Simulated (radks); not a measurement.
Results of a calculation; reference values are marked as such.
The cerium ion Ce30+, 28 electrons, occupied as [Ar] 3d10. Code: a radial shooting solver on a logarithmic mesh with Libxc functionals. Model: non-relativistic Kohn-Sham, LDA (Slater exchange, Perdew-Wang correlation), spin-unpolarised, spherical densities, point nucleus; relativity is left out, which matters for an element this heavy.

Unscreened Slater integrals over Kohn-Sham orbitals (hartree). Empty in this configuration: 4s.

| integral | value |
|---|---|
| F0(3d,3d) | 3.6775 |
| F2(3d,3d) | 1.8730 |
| F4(3d,3d) | 1.2046 |
| F0(3d,3p) | 3.4092 |
| F2(3d,3p) | 1.6413 |
| G1(3d,3p) | 1.7888 |
| G3(3d,3p) | 1.1809 |
| F0(3d,3s) | 3.3248 |
| G2(3d,3s) | 1.2976 |
| F0(3d,2p) | 4.7154 |
| F2(3d,2p) | 1.3667 |
| G1(3d,2p) | 1.2434 |
| G3(3d,2p) | 0.71630 |
| F0(3d,4s) | 1.9661 |
| G2(3d,4s) | 0.18114 |
| F0(3p,3p) | 3.2470 |
| F2(3p,3p) | 1.6424 |
| F0(3p,3s) | 3.1756 |
| G1(3p,3s) | 2.0597 |
| F0(3p,2p) | 4.3166 |
| F2(3p,2p) | 1.0367 |
| G0(3p,2p) | 0.40192 |
| G2(3p,2p) | 0.44060 |
| F0(3p,4s) | 1.9279 |
| G1(3p,4s) | 0.19713 |
| F0(3s,3s) | 3.1171 |
| F0(3s,2p) | 4.1057 |
| G1(3s,2p) | 0.39279 |
| F0(3s,4s) | 1.9127 |
| G0(3s,4s) | 0.14756 |
| F0(2p,2p) | 9.5811 |
| F2(2p,2p) | 4.5778 |
| F0(2p,4s) | 2.1933 |
| G1(2p,4s) | 0.11079 |
| F0(4s,4s) | 1.5568 |
